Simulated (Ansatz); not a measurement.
Spectroscopic constants of Ni$_{2}$, multiplicity 5 (an upper state: multiplicity 3 came lower at PBE0/def2-TZVPP). No spin–orbit coupling. Ni is treated without relativity.

The constants come from a fifth-degree fit in 1/R (seven points, main isotopes). Runs in def2 and cc sets follow the lowest solution found near the PBE0 minimum.

Codes used: Ansatz (Gaussian basis) for Hartree–Fock, density functionals and correlated methods. Values without a source in brackets are computed.

Energies at wB97X-V/def2-TZVPP:

```json
[
 {"R (Å)": "2.146961", "E (hartree)": "-3016.24230703"},
 {"R (Å)": "2.204675", "E (hartree)": "-3016.24439484"},
 {"R (Å)": "2.257772", "E (hartree)": "-3016.24558245"},
 {"R (Å)": "2.317795", "E (hartree)": "-3016.24627445"},
 {"R (Å)": "2.377818", "E (hartree)": "-3016.24639196"},
 {"R (Å)": "2.447074", "E (hartree)": "-3016.24596480"},
 {"R (Å)": "2.527874", "E (hartree)": "-3016.24490933"}
]
```

Q: With a reduced mass of 28.9677 u, find the minimum, the force constant and the constants.

A: A fifth-degree polynomial in 1/R puts the minimum at r_e = 2.3617 Å with force constant 59.3 N/m. Then ω_e = (1/2πc)√(k/μ) = 186 cm⁻¹ and B_e = h/(8π²cμr_e²) = 0.1043 cm⁻¹; the cubic and quartic terms give α_e = 0.00060 and ω_e x_e = 1.4 cm⁻¹.

Ansatz is a program for electronic structure.
